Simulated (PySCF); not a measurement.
Compound: C11H12.
Numbering: `[CH2:1]=[C:2]1[CH2:3][CH2:4][C@H:5]1[c:6]1[cH:7][cH:8][cH:9][cH:10][cH:11]1` (hydrogens: H12, H13 on C1; H14, H15 on C3; H16, H17 on C4; H18 on C5; H19 on C7; H20 on C8; H21 on C9; H22 on C10; H23 on C11)

Computed by this run: PySCF, PBE0-D3(BJ)/def2-SVP geometry optimisation, gas phase; density fitting, grid level 1; the optimiser is geomeTRIC in internal coordinates, started from a GFN2-xTB structure with every atom displaced at random (about 0.01 Å).

Step 0: E = -11579.7012 eV
```
atom  x, y, z in Å  |  force x, y, z in eV/Å
C1     -2.2834   -1.0030    1.1239   -1.936   1.770   0.045
C2     -1.9582   -0.2031    0.1169    0.125  -0.166  -0.360
C3     -2.5224    1.0715   -0.4730    1.384  -0.211   0.126
C4     -1.2407    1.1449   -1.3921   -1.762  -0.471   0.243
C5     -0.7946   -0.2367   -0.8621    0.405   0.916   0.981
C6      0.5763   -0.2595   -0.2552    0.149  -0.535  -0.127
C7      1.5884   -1.0627   -0.7979   -0.251   0.273   0.134
C8      2.8651   -1.0685   -0.2554   -1.289   1.006   0.980
C9      3.1361   -0.2858    0.8731   -0.606  -0.611  -1.255
C10     2.1461    0.5030    1.4160   -0.440  -0.363  -0.617
C11     0.8717    0.5162    0.8650    0.636  -0.341  -0.489
H12    -1.7245   -1.8506    1.3865    0.985  -1.403   0.428
H13    -3.2035   -0.7619    1.7099    0.646  -0.291  -0.247
H14    -3.4668    0.9451   -0.9786   -0.641  -0.054  -0.488
H15    -2.6138    1.8868    0.2411   -0.137   0.387   0.303
H16    -1.4940    1.1773   -2.4462    0.096   0.025  -0.560
H17    -0.5877    1.9654   -1.1523    0.580   0.505   0.209
H18    -0.9007   -1.0225   -1.5856   -0.047  -0.697  -0.722
H19     1.3582   -1.6842   -1.6574   -0.034  -0.173  -0.259
H20     3.5913   -1.6911   -0.6821    1.394  -0.991  -0.665
H21     4.1122   -0.3026    1.2742    1.310   0.048   0.691
H22     2.3749    1.0969    2.2604    0.179   0.828   1.126
H23     0.1176    1.1485    1.2735   -0.745   0.549   0.521
```

**Question.** Estimate the geometry and energy of step 1. (The exact step hangs on the optimiser's Hessian estimate; all steps are aligned on step 0, rigid shifts and turns removed.)

**Answer.** E = -11579.9624 eV, largest force 0.664 eV/Å
```
atom  x, y, z in Å  |  force x, y, z in eV/Å
C1     -2.3118   -0.9914    1.1140    0.378  -0.533   0.118
C2     -1.9775   -0.2022    0.0997   -0.042   0.070   0.056
C3     -2.5630    1.0593   -0.4889   -0.109   0.046  -0.130
C4     -1.3062    1.1801   -1.3859    0.083   0.202   0.091
C5     -0.7861   -0.1856   -0.8481   -0.075  -0.297  -0.179
C6      0.5891   -0.2514   -0.2484    0.015   0.081  -0.028
C7      1.5771   -1.0818   -0.7820   -0.045  -0.076  -0.027
C8      2.8565   -1.1152   -0.2293    0.366  -0.357  -0.325
C9      3.1743   -0.3131    0.8582    0.222   0.065   0.275
C10     2.1941    0.5158    1.4054    0.111   0.185   0.220
C11     0.9192    0.5457    0.8560   -0.208   0.109   0.040
H12    -1.6851   -1.8601    1.3898   -0.175   0.342  -0.120
H13    -3.2065   -0.8296    1.7131   -0.168   0.110   0.043
H14    -3.5123    0.9129   -1.0387    0.139  -0.009   0.059
H15    -2.7196    1.8805    0.2304    0.001  -0.020  -0.026
H16    -1.4919    1.2137   -2.4679    0.015  -0.002  -0.022
H17    -0.6457    2.0236   -1.1196   -0.096  -0.114  -0.025
H18    -0.8800   -0.9823   -1.6146    0.015   0.156   0.131
H19     1.3399   -1.7189   -1.6401   -0.002   0.033   0.025
H20     3.6217   -1.7831   -0.6634   -0.276   0.239   0.145
H21     4.1829   -0.3348    1.2954   -0.217  -0.017  -0.116
H22     2.4285    1.1461    2.2752   -0.041  -0.121  -0.185
H23     0.1501    1.1953    1.2927    0.107  -0.089  -0.018
```

The energy changes by -0.2612 eV. The first-order estimate −F·Δx gives -0.6457 eV and the mean of the old and new forces, exact on a quadratic surface, -0.2714 eV. The step makes an angle of 69° with the force vector and moves no atom by more than 0.107 Å.

What follows is the cost of the whole optimisation. Time: 6.9 min; peak memory 0.92 GiB. Hardware: one thread, Arm Neoverse V1 (aarch64), shared host with 64 logical CPUs at a one-minute load of 19.
